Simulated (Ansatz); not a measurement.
# A geometry optimisation of B3H7N4O with PBE-D3(BJ)/def2-SVP

The starting geometry of this gas-phase singlet was optimised with GFN2-xTB; its bonds are those of `NN1BNB(O)NB1`.

| atom | x (Å) | y (Å) | z (Å) |
| --- | --- | --- | --- |
| B | 1.6170 | -0.5274 | -1.3580 |
| B | 0.2007 | -0.1502 | 0.6629 |
| B | 2.5829 | -0.8449 | 0.9062 |
| N | 3.9862 | -1.1037 | -1.0957 |
| N | 2.7083 | -0.8387 | -0.5083 |
| N | 0.3822 | -0.1884 | -0.7541 |
| N | 1.3296 | -0.4982 | 1.4555 |
| O | -0.9763 | 0.1770 | 1.2803 |
| H | 4.5184 | -1.6999 | -0.4670 |
| H | 3.8506 | -1.5949 | -1.9756 |
| H | 1.7293 | -0.5723 | -2.5265 |
| H | -0.3945 | 0.0377 | -1.3569 |
| H | -1.6918 | 0.4009 | 0.6880 |
| H | 1.2124 | -0.4889 | 2.4561 |
| H | 3.4886 | -1.1501 | 1.5887 |

Question: Predict what it relaxes into with PBE-D3(BJ)/def2-SVP.

Answer: It keeps its bonds, and is `NN1BNB(O)NB1`.

The energy falls by 0.18 eV over 25 steps:

```
step  E − E(last) (eV)
   1             0.175
   4             0.052
   6             0.044
   9             0.016
  12             0.004
  14             0.002
  17             0.001
  20             0.000
  22             0.000
  25             0.000
```

Final geometry (Å):

```yaml
atoms:
  - { symbol: B, position_ang: [1.5738, -0.4593, -1.4288] }
  - { symbol: B, position_ang: [0.1777, -0.1523, 0.6620] }
  - { symbol: B, position_ang: [2.5448, -1.0041, 0.8285] }
  - { symbol: N, position_ang: [3.8781, -1.2878, -1.2779] }
  - { symbol: N, position_ang: [2.6625, -0.9177, -0.6064] }
  - { symbol: N, position_ang: [0.3537, -0.0863, -0.7701] }
  - { symbol: N, position_ang: [1.3089, -0.6204, 1.4266] }
  - { symbol: O, position_ang: [-0.9749, 0.1946, 1.3391] }
  - { symbol: H, position_ang: [4.6376, -0.7245, -0.8681] }
  - { symbol: H, position_ang: [4.0975, -2.2561, -1.0015] }
  - { symbol: H, position_ang: [1.6880, -0.3919, -2.6347] }
  - { symbol: H, position_ang: [-0.4100, 0.2369, -1.3655] }
  - { symbol: H, position_ang: [-1.6864, 0.4984, 0.7520] }
  - { symbol: H, position_ang: [1.2081, -0.6753, 2.4410] }
  - { symbol: H, position_ang: [3.4842, -1.3960, 1.4993] }
```

No frequencies were run, so the end isn't proven a minimum. Run with Ansatz 0.2.0, 97 s on 2 threads of Arm Neoverse V1 (shared host).
